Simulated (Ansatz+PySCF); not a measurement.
# singlet H6: levels of theory in one basis

```xyz
6

H     1.5000    0.0000    0.0000
H     0.7500    1.2990    0.0000
H    -0.7500    1.2990    0.0000
H    -1.5000    0.0000    0.0000
H    -0.7500   -1.2990    0.0000
H     0.7500   -1.2990    0.0000
```

Basis set: cc-pVDZ (spherical functions). All electrons are correlated. Charge 0, multiplicity 1.

Computed with Ansatz (development build ahead of 0.2.0); each method stands on the lowest determinant of its kind that the runs found. NEVPT2 correlates all electrons. Active spaces start from the frontier orbitals, and the lowest solution found is given.

```tsv
method	E − E(RHF) (eV)	<S²> of the determinant
RHF	0.00	0.00
UHF	-1.15	1.34
RHF-MP2	-3.09	–
UHF-MP2	-2.36	1.34
RHF-CCSD	-4.33	–
UHF-CCSD	-4.01	1.34
RHF-CCSD(T)	-4.45	–
UHF-CCSD(T)	-4.16	1.34
RHF-CCSDT(Q)	-4.45	–
UHF-CCSDT(Q)	-4.43	1.34
full CI (lowest root of this spin)	-4.44	–
CASSCF(2,2)	-0.69	–
SC-NEVPT2(6,6)	-4.17	–
SC-NEVPT2(2,2)	-3.23	–
```

Q: What does CASSCF(6,6) give on the same scale?

A: -3.43 eV.

At such a shape the full CI root can have another spatial symmetry than the determinants, so the rows needn't describe one state.

Q: Is a single determinant a sound starting point here?

A: It is doubtful. Unrestricted orbitals lower Hartree–Fock by 1.15 eV and <S²> is 1.34 where a pure state has 0.00, a sign of strong static correlation. The CASSCF(6,6) natural occupations are 1.91, 1.81, 1.81, 0.19, 0.19, 0.08. The CASSCF(2,2) natural occupations are 1.91, 0.09.

Caution for RHF, RHF-MP2, RHF-CCSD, RHF-CCSD(T), RHF-CCSDT(Q): an unrestricted determinant lies well below. Caution for UHF, UHF-MP2, UHF-CCSD, UHF-CCSD(T), UHF-CCSDT(Q): the unrestricted determinant is a mixture of spin states; the determinant breaks the point group. Caution for RHF-MP2, UHF-MP2, RHF-CCSD, UHF-CCSD, RHF-CCSD(T), UHF-CCSD(T), RHF-CCSDT(Q), UHF-CCSDT(Q): bonds are stretched, where a single reference can fail. Caution for UHF-MP2, UHF-CCSD(T): another reference gives a lower total. Caution for UHF-CCSD, UHF-CCSD(T): the program doubts this total. Caution for CASSCF(2,2): other starts end on other solutions of this active space.
